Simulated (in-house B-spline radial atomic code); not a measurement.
A radial electron density 4πr²n(r) was computed for an atom or ion in its tabulated ground configuration with an all-electron radial atomic-structure program (B-spline basis); method: non-relativistic RPBE, spin-polarised, spherical fractional occupations. Columns: r (bohr), 4πr²n(r) (electrons per bohr), bar.

```
 0.00127    1.967 #
 0.00157     2.91 #
 0.00192    4.191 ##
 0.00236    6.038 ###
 0.00291     8.65 ####
 0.00357    12.12 ######
 0.00439    16.78 ########
 0.00539    22.72 ###########
 0.00662    30.02 ###############
 0.00814    38.57 ###################
    0.01    47.73 ########################
  0.0123     56.6 ############################
  0.0151    63.67 ################################
  0.0185    67.59 ##################################
  0.0228    67.61 ##################################
   0.028     64.4 ################################
  0.0344    60.73 ##############################
  0.0423    60.71 ##############################
   0.052    67.23 ##################################
  0.0638    78.59 #######################################
  0.0784    88.15 ############################################
  0.0964    88.08 ############################################
   0.118    78.09 #######################################
   0.146    67.23 ##################################
   0.179    67.28 ##################################
    0.22    74.57 #####################################
    0.27    72.96 ####################################
   0.332    54.47 ###########################
   0.408    32.78 ################
   0.501    25.01 ############
   0.615    28.57 ##############
   0.756    28.72 ##############
   0.929    20.57 ##########
    1.14       11 #####
     1.4    5.161 ###
    1.72    2.503 #
    2.12    1.087 #
     2.6   0.3389 
     3.2  0.05963 
    3.93 0.005041 
    4.83 0.0001846 
    5.93 1.877e-06
```

**Question.** Which atom or ion is it?
A. Cs6+
B. Xe6+
C. La7+
D. Xe5+

**Answer.** B. The area under the curve, ∫4πr²n dr = ∫r·4πr²n d(ln r) on this logarithmic grid, is 48 electrons, which only this option has. The configuration is [Kr] 4d10 5s2.
